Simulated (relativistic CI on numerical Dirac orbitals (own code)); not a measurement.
Electric-dipole transitions in Ho XLVIII

Method of calculation: Dirac-Coulomb-Breit CI, orbitals from a KLI potential per configuration, model QED (radiative potential, 1s self-energy scaled to tabulated hydrogen-like ionisation energies), unscaled Slater integrals (own radial code, finite nucleus).

Configurations in the expansion (outside the closed core [Ne]): 3s2 3p6 3d2, 3s2 3p5 3d3, 3s 3p6 3d3, 3s2 3p6 3d 4s, 3s2 3p6 3d 4p, 3s2 3p6 3d 4d, 3s2 3p5 3d2 4s, 3s2 3p6 3d 4f, 3s2 3p5 3d2 4p, 3s2 3p5 3d2 4d, 3p6 3d4, 3p5 3d5, 3p5 3d4 4s, 3p6 3d3 4s, 3p5 3d3 4s2. Double excitations out of closed p, d and f shells are left out; levels of such configurations are missing from the list, as are those of other unlisted configurations, and high levels can miss mixing partners. These lack a partner that the ground configuration has and come out too high: 3s2 3p5 3d2 4p, 3s2 3p5 3d2 4d.

| λ vac (Å) | Lower | Upper | A (s⁻¹) | E lower (Ry) | E upper (Ry) |
| --- | --- | --- | --- | --- | --- |
| 24.486 | 3s2 3p6 3d2 3F_2 [1] | 3s2 3p5 3d3 3D°_1 [89] | 2.43e+12 | 0.0000 | 37.2159 |
| 24.968 | 3s2 3p6 3d2 3P_2 [4] | 3s2 3p5 3d3 3S°_1 [101] | 2.68e+12 | 3.9422 | 40.4402 |
| 25.061 | 3s2 3p6 3d2 3F_3 [3] | 3s2 3p5 3d3 3D°_2 [93] | 1.04e+12 | 3.2416 | 39.6042 |
| 25.176 | 3s2 3p6 3d2 3F_4 [7] | 3s2 3p5 3d3 3D°_3 [113] | 1.60e+12 | 7.0563 | 43.2522 |
| 25.222 | 3s2 3p6 3d2 1G_4 [5] | 3s2 3p5 3d3 1F°_3 [100] | 2.77e+12 | 4.1347 | 40.2645 |
| 25.343 | 3s2 3p6 3d2 3F_3 [3] | 3s2 3p5 3d3 3D°_3 [91] | 8.76e+11 | 3.2416 | 39.1992 |
| 25.367 | 3s2 3p6 3d2 3F_3 [3] | 3s2 3p5 3d3 3D°_2 [90] | 1.92e+12 | 3.2416 | 39.1643 |
| 25.450 | 3s2 3p6 3d2 1G_4 [5] | 3s2 3p5 3d3 1G°_4 [96] | 3.20e+12 | 4.1347 | 39.9413 |
| 25.511 | 3s2 3p6 3d2 3F_4 [7] | 3s2 3p5 3d3 1F°_3 [109] | 1.33e+12 | 7.0563 | 42.7772 |
| 25.598 | 3s2 3p6 3d2 3P_2 [8] | 3s2 3p5 3d3 3P°_2 [112] | 1.91e+12 | 7.5650 | 43.1638 |
| 25.709 | 3s2 3p6 3d2 3P_2 [8] | 3s2 3p5 3d3 1P°_1 [110] | 2.97e+12 | 7.5650 | 43.0111 |
| 25.757 | 3s2 3p6 3d2 3F_4 [7] | 3s2 3p5 3d3 3F°_4 [108] | 2.16e+12 | 7.0563 | 42.4359 |
| 25.879 | 3s2 3p6 3d2 3P_2 [8] | 3s2 3p5 3d3 1F°_3 [109] | 1.29e+12 | 7.5650 | 42.7772 |
| 25.901 | 3s2 3p6 3d2 3F_4 [7] | 3s2 3p5 3d3 3G°_5 [107] | 1.73e+12 | 7.0563 | 42.2385 |
| 26.399 | 3s2 3p6 3d2 3F_2 [1] | 3s2 3p5 3d3 3F°_2 [82] | 2.05e+12 | 0.0000 | 34.5190 |
| 27.673 | 3s2 3p6 3d2 1G_4 [5] | 3s2 3p5 3d3 1H°_5 [88] | 5.02e+11 | 4.1347 | 37.0650 |
| 30.351 | 3s2 3p5 3d3 3H°_6 [21] | 3s 3p6 3d3 3G_5 [126] | 1.30e+12 | 21.1843 | 51.2085 |
| 30.523 | 3s2 3p5 3d3 3G°_5 [19] | 3s 3p6 3d3 5F_4 [125] | 1.08e+12 | 21.0498 | 50.9051 |
| 30.658 | 3s2 3p5 3d3 3F°_3 [13] | 3s 3p6 3d3 5F_2 [121] | 1.42e+12 | 18.1864 | 47.9097 |
| 30.684 | 3s2 3p5 3d3 5G°_4 [15] | 3s 3p6 3d3 5F_3 [122] | 1.13e+12 | 20.5044 | 50.2029 |
| 36.916 | 3s2 3p6 3d2 3F_3 [3] | 3s2 3p5 3d3 3F°_3 [66] | 5.44e+11 | 3.2416 | 27.9265 |
| 36.994 | 3s2 3p6 3d2 1G_4 [5] | 3s2 3p5 3d3 3F°_3 [72] | 4.84e+11 | 4.1347 | 28.7676 |
| 37.259 | 3s2 3p6 3d2 3F_4 [7] | 3s2 3p5 3d3 3D°_3 [79] | 8.14e+11 | 7.0563 | 31.5142 |
| 37.506 | 3s2 3p6 3d2 3P_2 [4] | 3s2 3p5 3d3 3D°_2 [68] | 6.50e+11 | 3.9422 | 28.2386 |
| 37.886 | 3s2 3p6 3d2 3F_2 [1] | 3s2 3p5 3d3 3G°_3 [37] | 8.22e+11 | 0.0000 | 24.0531 |
| 37.994 | 3s2 3p6 3d2 3P_2 [4] | 3s2 3p5 3d3 3F°_3 [66] | 3.57e+11 | 3.9422 | 27.9265 |
| 38.146 | 3s2 3p6 3d2 3F_2 [1] | 3s2 3p5 3d3 3F°_2 [34] | 6.91e+11 | 0.0000 | 23.8890 |
| 38.421 | 3s2 3p6 3d2 1G_4 [5] | 3s2 3p5 3d3 1G°_4 [65] | 6.94e+11 | 4.1347 | 27.8524 |
| 38.535 | 3s2 3p6 3d2 3F_4 [7] | 3s2 3p5 3d3 3F°_4 [77] | 7.41e+11 | 7.0563 | 30.7041 |
| 39.538 | 3s2 3p6 3d2 1G_4 [5] | 3s2 3p5 3d3 1H°_5 [59] | 3.41e+11 | 4.1347 | 27.1824 |

Terms are leading LS components. Brackets give the number of a level in order of energy, since labels repeat. The list gives strong lines, with weight on those to low levels, without lines whose two gauges differ by over a factor of 2.5, among the lowest 200 of 1699 levels, so that lines to higher ones, which can be the strongest, are missing. Levels whose partners in the same complex of configurations lie outside the list can be far off, and so can their lines. Rates are taken at the computed energies, electric ones in the length gauge.

At this charge energies of transitions that change n are usually good to better than 1 %, and those within a shell (Δn = 0) to a few per cent.

LS names give the leading component of a level, which can be under half, so a name can repeat, a term be missing and a line seem to break the LS rules.
